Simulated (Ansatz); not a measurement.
`C=C(Cl)S[SiH3]` and `C=C(C)Cl` differ in one atom or group.

Ansatz, PBE0-D4/def2-TZVP geometries, multiplicity 1. Each molecule was computed in one conformer, which needn't be the lowest.

```tsv
property	`C=C(Cl)S[SiH3]`
HOMO energy (PBE/def2-TZVPP) / eV	-5.92
HOMO energy (ωB97M-V/def2-TZVPP) / eV	-9.13
HOMO–LUMO gap (PBE0/def2-TZVPP) / eV	6.37
size of the dipole moment (ωB97M-V/def2-TZVPP) / D	0.73
size of the dipole moment (B3LYP/def2-TZVPP) / D	0.70
LUMO energy (B3LYP/def2-TZVPP) / eV	-0.85
```

**Question.** Give the same properties after the change, and the shifts. (Best estimate.)

**Answer.** Ansatz gave: 
```csv
property,`C=C(C)Cl`,shift
HOMO energy (PBE/def2-TZVPP) / eV,-6.14,-0.22
HOMO energy (ωB97M-V/def2-TZVPP) / eV,-9.51,-0.38
HOMO–LUMO gap (PBE0/def2-TZVPP) / eV,7.29,0.92
size of the dipole moment (ωB97M-V/def2-TZVPP) / D,1.58,0.85
size of the dipole moment (B3LYP/def2-TZVPP) / D,1.57,0.87
LUMO energy (B3LYP/def2-TZVPP) / eV,-0.25,0.60
```

With PBE0 the HOMO falls by 0.28 eV and the LUMO rises by 0.64 eV, so the gap widens by about 0.92 eV. PBE moves the HOMO by -0.22 eV and ωB97M-V by -0.38 eV. Dipoles are sizes alone; their direction can turn.

B3LYP here is the variant with VWN-RPA as its local correlation; programs differ in this.
